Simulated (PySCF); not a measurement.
PySCF input file for BrHOZn, SMILES [OH][Zn][Br], TDDFT-PBE0/def2-SVPD. The structure is a stationary point at B3LYP-D3(BJ)/def2-TZVP. Other conformers were not sampled.

```python
import numpy as np
from pyscf import gto, scf, dft, tdscf

mol = gto.M(
    atom='''
    Zn    0.00719142   -0.83555243    0.00000000
    Br   -0.00030749    1.40115542   -0.00000000
    O    -0.11606149   -2.61155247   -0.00000000
    H     0.72351135   -3.08144693   -0.00000000
    ''',
    basis='def2-SVPD',
    charge=0,
    spin=0,
    symmetry=True,
    max_memory=1600,
    verbose=4,
)
mf = dft.RKS(mol, xc='pbe0').density_fit(auxbasis='def2-universal-jkfit')
mf.grids.level = 3
mf.conv_tol = 1e-9
mf.max_cycle = 100
mf.kernel()
mf.grids = dft.Grids(mol).set(level=1).build(with_non0tab=True)  # coarser grid for the response kernel
td = tdscf.TDDFT(mf)
td.singlet = True
td.nstates = 10
td.conv_tol = 1e-4
td.kernel(x0=td.get_init_guess(mf, 15))
td.analyze()
tt = tdscf.TDA(mf)
tt.singlet = False
tt.nstates = 4
tt.conv_tol = 1e-4
tt.kernel(x0=tt.get_init_guess(mf, 9))
tt.analyze(verbose=3)
```

Output:

```
PySCF version 2.14.0

[INPUT] verbose = 4
[INPUT] num. atoms = 4
[INPUT] num. electrons = 74
[INPUT] charge = 0
[INPUT] spin (= nelec alpha-beta = 2S) = 0
[INPUT] symmetry True subgroup None
[INPUT] Mole.unit = angstrom
[INPUT] Symbol           X                Y                Z      unit          X                Y                Z       unit  Magmom
[INPUT]  1 Zn     0.007191420000  -0.835552430000   0.000000000000 AA    0.013589814247  -1.578965255415   0.000000000000 Bohr   0.0
[INPUT]  2 Br    -0.000307490000   1.401155420000   0.000000000000 AA   -0.000581071886   2.647800001750   0.000000000000 Bohr   0.0
[INPUT]  3 O     -0.116061490000  -2.611552470000   0.000000000000 AA   -0.219324429709  -4.935118928231   0.000000000000 Bohr   0.0
[INPUT]  4 H      0.723511350000  -3.081446930000   0.000000000000 AA    1.367238299514  -5.823090765082   0.000000000000 Bohr   0.0

nuclear repulsion = 371.877501077952
point group symmetry = Cs
symmetry origin: [-3.06442075e-09  2.80905246e-09  0.00000000e+00]
symmetry axis x: [1.00000000e+00 1.04332707e-09 0.00000000e+00]
symmetry axis y: [-1.04332707e-09  1.00000000e+00  0.00000000e+00]
symmetry axis z: [0. 0. 1.]
num. orbitals of irrep A' = 73
num. orbitals of irrep A" = 33
number of shells = 40
number of NR pGTOs = 202
number of NR cGTOs = 106
basis = def2-SVPD
ecp = {}


[settings echo left out]
init E= -4426.86516649362
HOMO (A") = -0.340533942328316  LUMO (A') = -0.0954756394196208  gap/eV = 6.66838
cycle= 1 E= -4428.06518643146  delta_E= -1.2  |g|= 0.906  |ddm|=  2.5
HOMO (A") = -0.15433462268018  LUMO (A') = -0.0451994001338925  gap/eV = 2.96972
cycle= 2 E= -4427.37109519919  delta_E= 0.694  |g|= 2.01  |ddm|= 2.58
HOMO (A") = -0.291934883980466  LUMO (A') = -0.0694895204521764  gap/eV = 6.05305
cycle= 3 E= -4428.20862596331  delta_E= -0.838  |g|= 0.229  |ddm|= 1.93
HOMO (A") = -0.30795887068042  LUMO (A') = -0.058108690004306  gap/eV = 6.79877
cycle= 4 E= -4428.21771863763  delta_E= -0.00909  |g|= 0.131  |ddm|= 0.314
HOMO (A") = -0.312025469201532  LUMO (A') = -0.0604699198879199  gap/eV = 6.84518
cycle= 5 E= -4428.22017343317  delta_E= -0.00245  |g|= 0.0131  |ddm|= 0.0925
HOMO (A") = -0.31017551723949  LUMO (A') = -0.0595648198750016  gap/eV = 6.81946
cycle= 6 E= -4428.22021866684  delta_E= -4.52e-05  |g|= 0.00613  |ddm|= 0.0247
HOMO (A") = -0.310829435671431  LUMO (A') = -0.0596193130386036  gap/eV = 6.83578
cycle= 7 E= -4428.22022592709  delta_E= -7.26e-06  |g|= 0.00135  |ddm|= 0.0079
HOMO (A") = -0.310838533922461  LUMO (A') = -0.0596277223908412  gap/eV = 6.83579
cycle= 8 E= -4428.22022627505  delta_E= -3.48e-07  |g|= 0.0001  |ddm|= 0.00134
HOMO (A") = -0.310837073416046  LUMO (A') = -0.0596282326665687  gap/eV = 6.83574
cycle= 9 E= -4428.22022627689  delta_E= -1.84e-09  |g|= 2.89e-05  |ddm|= 0.000157
HOMO (A") = -0.310838070697123  LUMO (A') = -0.0596287980519508  gap/eV = 6.83575
cycle= 10 E= -4428.22022627707  delta_E= -1.83e-10  |g|= 8.02e-06  |ddm|= 3.5e-05
HOMO (A") = -0.310837217387423  LUMO (A') = -0.0596277866134276  gap/eV = 6.83576
Extra cycle  E= -4428.22022627705  delta_E= 2.09e-11  |g|= 1.19e-05  |ddm|= 2.07e-05
converged SCF energy = -4428.22022627705
tot grids = 22424


******** <class 'pyscf.tdscf.rks.TDDFT'> for <class 'pyscf.df.df_jk.DFSymAdaptedRKS'> ********
nstates = 10 singlet
deg_eia_thresh = 1.000e-03
wfnsym = None
conv_tol = 0.0001
eigh lindep = 1e-12
eigh level_shift = 0
eigh max_cycle = 100


Excitation energies (eV)
[5.33333572 5.6478223  5.89209073 6.56323164 6.81160643 7.05401173
 7.18730963 7.28796084 7.31923883 7.67599278]

** Singlet excitation energies and oscillator strengths **
Excited State   1:   A"      5.33334 eV    232.47 nm  f=0.0004
      35 -> 38       -0.17942
      37 -> 38        0.67985
Excited State   2:   A'      5.64782 eV    219.53 nm  f=0.0243
      36 -> 38       -0.70198
Excited State   3:   A"      5.89209 eV    210.42 nm  f=0.0572
      35 -> 38       -0.67884
      37 -> 38       -0.17997
Excited State   4:   A'      6.56323 eV    188.91 nm  f=0.0913
      34 -> 38       -0.62610
      35 -> 40        0.14111
      37 -> 40       -0.26419
Excited State   5:   A"      6.81161 eV    182.02 nm  f=0.0002
      37 -> 39        0.69839
Excited State   6:   A'      7.05401 eV    175.76 nm  f=0.0027
      36 -> 39       -0.57650
      37 -> 40        0.37858
Excited State   7:   A"      7.18731 eV    172.50 nm  f=0.0001
      36 -> 40        0.70350
Excited State   8:   A"      7.28796 eV    170.12 nm  f=0.0011
      35 -> 39        0.69741
Excited State   9:   A'      7.31924 eV    169.39 nm  f=0.0206
      33 -> 38        0.47654
      35 -> 40       -0.19368
      36 -> 39       -0.24428
      37 -> 40       -0.39132
Excited State  10:   A'      7.67599 eV    161.52 nm  f=0.0365
      34 -> 38        0.11862
      34 -> 39       -0.47589
      35 -> 40        0.48666
      37 -> 40       -0.10291

** Transition electric dipole moments (AU) **
state          X           Y           Z        Dip. S.      Osc.
  1         0.0000      0.0000     -0.0572      0.0033      0.0004
  2        -0.3930      0.1445     -0.0000      0.1753      0.0243
  3        -0.0000      0.0000     -0.6292      0.3959      0.0572
  4        -0.3286     -0.6780      0.0000      0.5676      0.0913
  5        -0.0000     -0.0000     -0.0349      0.0012      0.0002
  6         0.0776     -0.0965     -0.0000      0.0153      0.0027
  7        -0.0000     -0.0000     -0.0284      0.0008      0.0001
  8         0.0000      0.0000     -0.0779      0.0061      0.0011
  9         0.2117      0.2642     -0.0000      0.1146      0.0206
 10        -0.0137      0.4402     -0.0000      0.1940      0.0365

** Transition velocity dipole moments (imaginary part, AU) **
state          X           Y           Z        Dip. S.      Osc.
  1         0.0000     -0.0000     -0.0113      0.0001      0.0004
  2        -0.0824      0.0305     -0.0000      0.0077      0.0248
  3         0.0000     -0.0000     -0.1390      0.0193      0.0595
  4        -0.0829     -0.1693      0.0000      0.0355      0.0983
  5        -0.0000     -0.0000     -0.0069      0.0000      0.0001
  6         0.0204     -0.0264      0.0000      0.0011      0.0029
  7        -0.0000      0.0000     -0.0080      0.0001      0.0002
  8         0.0000     -0.0000     -0.0224      0.0005      0.0012
  9         0.0585      0.0719     -0.0000      0.0086      0.0213
 10        -0.0034      0.1263     -0.0000      0.0160      0.0377

** Transition magnetic dipole moments (imaginary part, AU) **
state          X           Y           Z
  1        -0.3995     -0.0469      0.0000
  2         0.0000     -0.0000     -0.2203
  3        -0.1623     -0.0448      0.0000
  4        -0.0000     -0.0000      0.3846
  5         0.1162      0.0712     -0.0000
  6        -0.0000     -0.0000     -0.0360
  7        -0.1166      0.0171     -0.0000
  8        -0.0588     -0.0657      0.0000
  9         0.0000      0.0000     -0.1411
 10         0.0000      0.0000      0.4212


******** <class 'pyscf.tdscf.rks.TDA'> for <class 'pyscf.df.df_jk.DFSymAdaptedRKS'> ********
nstates = 4 triplet
deg_eia_thresh = 1.000e-03
wfnsym = None
conv_tol = 0.0001
eigh lindep = 1e-12
eigh level_shift = 0
eigh max_cycle = 100


Excitation energies (eV)
[4.98210183 5.30285268 5.46883495 5.69347976]

** Triplet excitation energies and oscillator strengths **
Excited State   1:   A"      4.98210 eV    248.86 nm  f=0.0000
Excited State   2:   A'      5.30285 eV    233.81 nm  f=0.0000
Excited State   3:   A"      5.46883 eV    226.71 nm  f=0.0000
Excited State   4:   A'      5.69348 eV    217.77 nm  f=0.0000
```

The calculation finished and met its thresholds.
